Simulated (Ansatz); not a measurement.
`C[SiH2]C(F)(F)Cl` + H₂O → `C[SiH2]C(O)(F)F` + HCl  (formal hydrolysis of a C–Cl bond)

Calculated with Ansatz (gas phase, PBE0-D4/def2-TZVP geometries, no zero-point term in ΔE). CCSD(T)/CBS is the MP2 limit (def2-TZVPP, def2-QZVPP) plus CCSD(T) − MP2 in def2-TZVPP, frozen cores. This one scheme is used for every species. DFT in def2-TZVPP. B3LYP here is the variant with VWN-RPA as its local correlation; programs differ in this. One conformer a species, not always the lowest.

| level | ΔE (kJ/mol) | difference from CCSD(T)/CBS |
| --- | --- | --- |
| PBE-D4 | -27.3 | 1.6 |
| r2SCAN-D4 | -32.6 | -3.7 |
| PBE0-D4 | -32.9 | -4.0 |
| B3LYP-D4 | -33.0 | -4.1 |
| ωB97X-V | -37.9 | -9.0 |
| ωB97M-V | -35.5 | -6.6 |
| B2PLYP | -35.2 | -6.3 |
| PBE | -29.4 | -0.5 |
| r2SCAN | -33.0 | -4.1 |
| PBE0 | -34.7 | -5.8 |
| B3LYP | -36.5 | -7.6 |
| HF/def2-TZVPP | -52.3 | -23.4 |
| MP2/def2-TZVPP | -30.6 | -1.7 |
| SCS-MP2/def2-TZVPP | -33.6 | -4.7 |
| CCSD/def2-TZVPP | -39.9 | -11.0 |
| CCSD(T)/def2-TZVPP | -36.5 | -7.6 |
| HF/def2-QZVPP | -51.2 | -22.3 |
| MP2/def2-QZVPP | -25.9 | 3.0 |
| SCS-MP2/def2-QZVPP | -29.2 | -0.3 |
| HF/CBS(def2) | -51.1 | -22.2 |
| MP2/CBS(def2) | -23.0 | 5.9 |
| CCSD/CBS(def2) | -32.3 | -3.4 |
| CCSD(T)/CBS | -28.9 | 0 |

Largest T1 diagnostic among the species: 0.012.

From PBE to PBE0 (25 % exact exchange), in def2-TZVPP and without D4, ΔE moves by −5.3 kJ/mol. In def2-TZVPP, CCSD(T) changes the Hartree–Fock value by +15.9 kJ/mol (the triples alone add +3.4 kJ/mol) and MP2 by +21.7 kJ/mol. The D4 term adds +3.6 kJ/mol with B3LYP and +1.8 kJ/mol with PBE0; it sums over pairs of atoms, weighted by their polarisabilities, and B3LYP, whose exchange is more repulsive, gets the larger term.

CCSD(T)/CBS has its own doubt, a few kJ/mol and more with outer-core shells, so smaller differences from it don't rank the levels.
